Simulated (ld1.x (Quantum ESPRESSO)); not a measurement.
**hydrogen (H): TM pseudisation with LDA (PZ), non-relativistic reference atom.**

Input for ld1.x (Quantum ESPRESSO) 7.5:

```
&input
   title='H', zed=1., rel=0, dft='PZ', iswitch=3,
   config='1s1 2p-2',
   nld=2, rlderiv=1.05, eminld=-2.0, emaxld=5.0, deld=0.02
 /
 &inputp
   pseudotype=2, tm=.true., lloc=0,
   nlcc=.false.,
   file_pseudopw='H.UPF', file_wfcaegen='ae.wfc', file_wfcncgen='nc.wfc', file_beta='beta', file_chi='chi'
 /
2
2P  2  1  -2.00   0.35  0.95  0.95  0.0
1S  1  0   1.00   0.00  0.85  0.85  0.0
 &test
   configts(1)='1s1'
 /
```

Command:

```bash
ld1.x < H.in > H.out
```

Output (shortened: banner, matrices, multipoles, cross overlaps and the repeated all-electron block are left out):

```
Program LD1 v.7.5
     --------------------------- All-electron run ----------------------------

     H

     atomic number is  1.00
     dft =PZ   lsd =0 sic =0 latt =0  beta=0.20 tr2=1.0E-14
     Exchange-correlation= PZ
                           (   1   1   0   0   0   0   0)
     mesh = 929 r(mesh) =  99.48432 a.u. xmin = -7.00 dx = 0.01250
     1 Ry =  13.60569312 eV

     n l     nl                  e(Ry)          e(Ha)          e(eV)
     1 0     1S 1( 1.00)        -0.4673        -0.2337        -6.3583

     final scf error:  5.8E-15 reached in  16 iterations

     Etot =      -0.891787 Ry,      -0.445894 Ha,     -12.133381 eV

     Ekin =       0.849662 Ry,       0.424831 Ha,      11.560243 eV
     Encl =      -1.841588 Ry,      -0.920794 Ha,     -25.056076 eV
     Eh   =       0.565562 Ry,       0.282781 Ha,       7.694865 eV
     Exc  =      -0.465424 Ry,      -0.232712 Ha,      -6.332414 eV

     normalization and overlap integrals

     s(1S/1S) =  1.000000  <r> =   1.6733  <r2> =    3.8158  r(max) =   1.0513

     ------------------------ End of All-electron run ------------------------

     --------------------- Generating NC pseudopotential ---------------------

      Generating local pot.: lloc=0, matching radius rcloc =   0.8500

      Wfc   2P  rcut= 0.951  Using Troullier-Martins method

     ------------------- End of pseudopotential generation -------------------

     Computing logarithmic derivative in   1.04474
     Computing logarithmic derivative in   1.04474
     Computing the partial wave expansion
       no projector for channel:   0
     R is outside the sphere for l=    1 j= 0.00

     ---------------------- Testing the pseudopotential ----------------------

     H

     atomic number is  1.00   valence charge is  1.00
     dft =PZ   lsd =0 sic =0 latt =0  beta=0.20 tr2=1.0E-14
     mesh = 929 r(mesh) =  99.48432 xmin = -7.00 dx = 0.01250

     n l     nl             e AE (Ry)        e PS (Ry)    De AE-PS (Ry)
     1 0     1S   1( 1.00)       -0.46732       -0.46732       -0.00000

     eps = 7.5E-15  iter =  9

     Etot =      -0.891787 Ry,      -0.445894 Ha,     -12.133381 eV
     Etotps =    -0.891693 Ry,      -0.445846 Ha,     -12.132099 eV

     Ekin =       0.839956 Ry,       0.419978 Ha,      11.428178 eV
     Encl =      -1.831869 Ry,      -0.915935 Ha,     -24.923848 eV
     Ehrt =       0.565385 Ry,       0.282692 Ha,       7.692455 eV
     Ecxc =      -0.465164 Ry,      -0.232582 Ha,      -6.328883 eV

     ---------------------- End of pseudopotential test ----------------------
```

Generation and configuration tests took about 0.2 s on one core of a shared server CPU.

Transferability test of the new file with ld1.x, input:

```
&input
   title='H', zed=1., rel=0, dft='PZ', iswitch=2,
   config='1s1 2p-2'
 /
 &test
   file_pseudo='H.UPF', nconf=4,
   configts(1)='1s1',
   configts(2)='1s0.5',
   configts(3)='1s1', lsdts(3)=1,
   configts(4)='1s0.5', lsdts(4)=1
 /
```

```bash
ld1.x < H.test.in > H.test.out
```

Pseudopotential blocks of its output, shortened (energy terms left out):

```
     ---------------------- Testing the pseudopotential ----------------------

     n l     nl             e AE (Ry)        e PS (Ry)    De AE-PS (Ry)
     1 0     1S   1( 1.00)       -0.46732       -0.46732       -0.00000

     eps = 7.6E-15  iter =  9

     Etot =      -0.891787 Ry,      -0.445894 Ha,     -12.133381 eV
     Etotps =    -0.891693 Ry,      -0.445846 Ha,     -12.132099 eV

     ---------------------- End of pseudopotential test ----------------------

          ---------------------- Testing the pseudopotential ----------------------

     n l     nl             e AE (Ry)        e PS (Ry)    De AE-PS (Ry)
     1 0     1S   1( 0.50)       -0.90668       -0.90660       -0.00008

     eps = 7.6E-15  iter =  5

     Etot =      -0.550405 Ry,      -0.275203 Ha,      -7.488647 eV
     Etotps =    -0.550325 Ry,      -0.275162 Ha,      -7.487553 eV
     dEtot_ae =       0.341382 Ry
     dEtot_ps =       0.341368 Ry,   Delta E=       0.000014 Ry

     ---------------------- End of pseudopotential test ----------------------

          ---------------------- Testing the pseudopotential ----------------------

     n l     nl             e AE (Ry)        e PS (Ry)    De AE-PS (Ry)
     1 0     1S   1( 1.00)       -0.53831       -0.53828       -0.00002
     1 0     1S   2( 0.00)       -0.16665       -0.16682        0.00018

     eps = 3.6E-17  iter =  8

     Etot =      -0.957701 Ry,      -0.478850 Ha,     -13.030185 eV
     Etotps =    -0.957537 Ry,      -0.478769 Ha,     -13.027956 eV
     dEtot_ae =      -0.065914 Ry
     dEtot_ps =      -0.065844 Ry,   Delta E=      -0.000070 Ry

     ---------------------- End of pseudopotential test ----------------------

          ---------------------- Testing the pseudopotential ----------------------

     n l     nl             e AE (Ry)        e PS (Ry)    De AE-PS (Ry)
     1 0     1S   1( 0.50)       -0.98124       -0.98108       -0.00016
     1 0     1S   2( 0.00)       -0.63617       -0.63641        0.00024

     eps = 7.7E-15  iter =  6

     Etot =      -0.578855 Ry,      -0.289427 Ha,      -7.875719 eV
     Etotps =    -0.578730 Ry,      -0.289365 Ha,      -7.874027 eV
     dEtot_ae =       0.312932 Ry
     dEtot_ps =       0.312962 Ry,   Delta E=      -0.000030 Ry

     ---------------------- End of pseudopotential test ----------------------
```
